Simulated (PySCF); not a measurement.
W(NH)2(F)(Br) (BrFH₂N₂W), SMILES [NH]=[W](=[NH])([F])[Br], multiplicity 1. Geometry: PBE-D3(BJ)/def2-SVP. The spin state was assumed, not searched. The structure was generated by enumeration; whether it is a known compound was not checked. The def2 effective core potentials stand for the cores of W; spin–orbit coupling is left out.

Method: PBE-D3(BJ)/def2-SVP (PySCF).

Harmonic wavenumbers (cm⁻¹): 120, 158, 203, 239, 272, 303, 411, 585, 598, 669, 709, 964, 1000, 3537, 3540. Rotational constants (GHz): 3.485, 1.043, 1.013; symmetry number 1.

### Question
Work out the zero-point energy and the ideal-gas rigid-rotor harmonic-oscillator thermochemistry at 298.15 K and 1 atm.

### Answer
ZPE = ½ Σ hcν = ½ × 13308 cm⁻¹ = 19.03 kcal/mol. H − E(el) = 24.03 kcal/mol. Entropy in cal/(mol K): translation 43.12, rotation 28.86, vibration 15.26, total 87.24. G − E(el) = -1.98 kcal/mol. Cp = 24.83 cal/(mol K). Modes under 150 cm⁻¹ make the vibrational entropy uncertain.
